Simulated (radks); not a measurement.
The numbers below are computed, except where a source is named.
Task: The indium ion In3+, [Kr] 4d10. Code: a radial shooting solver on a logarithmic mesh with Libxc functionals. Model: non-relativistic Kohn-Sham, exchange-only B88, spin-polarised, spherical densities, point nucleus. Every spin shell is full or empty, so the densities are truly spherical. Functionals are evaluated on that one density, not self-consistently. Rank these orbital-free kinetic functionals by their error against the exact value of the orbitals, and give that value: Thomas-Fermi, von Weizsacker, TF + vW/9, TF + vW/5, LC94, APBEK, revAPBEK, Perdew 92, LKT, PG1, DePristo-Kress.

Result: Exact: 5738.40 hartree. From best to worst, with 100 (|E| - |E exact|)/|E exact| (equal figures are ties): LC94 +0.07, DePristo-Kress -0.09, APBEK +0.13, revAPBEK +0.31, Perdew 92 -0.66, TF + vW/9 -0.67, TF + vW/5 +3.05, Thomas-Fermi -5.32, PG1 +15.22, LKT +19.35, von Weizsacker -58.15.
